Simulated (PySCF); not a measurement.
## Ionisation energy of Lu(48+) by level of theory

Lu(48+) [Ar] 3d5 [3d3/2^4 3d5/2^1, M_J = 5/2] → Lu(49+) [Ar] 3d4 [3d3/2^4, M_J = 0], as a difference of total energies. All numbers are calculated (PySCF 2.14, the two-component X2C-1e Hamiltonian, in an uncontracted even-tempered set (15 s from 12 bohr⁻², ratio 2.8; 12 p from 16 bohr⁻², ratio 2.8; 8 d from 16 bohr⁻², ratio 2.8; 3 f from 53 bohr⁻², ratio 3)). Correlated levels: [Ne] frozen; the 72 highest virtual spinors dropped. "Screened" scales the spin-orbit matrix elements by Boettger's factors to mimic the two-electron term; Breit and QED terms are absent.

| method | ionisation energy (eV) |
| --- | --- |
| GHF (spin-free) | 4257.3 |
| GMP2 (spin-free) | 4257.3 |
| GHF (screened spin-orbit) | 4212.1 |
| GMP2 (screened spin-orbit) | 4211.9 |

Breit and QED terms and the two-electron picture change are absent.

The spin-free rows relax to the high-spin LS determinant and lack the spin-orbit shift.

The labels give the starting determinants; with spin-orbit coupling the two ends relaxed to ⟨J²⟩ = 8.75, ⟨L²⟩ = 5.93, ⟨S²⟩ = 2.95 and ⟨J²⟩ = 0.00, ⟨L²⟩ = 2.45, ⟨S²⟩ = 2.45.

For comparison: 4211 ± 4 eV (theoretical estimate listed by NIST; NIST Atomic Spectra Database, ionization energies).
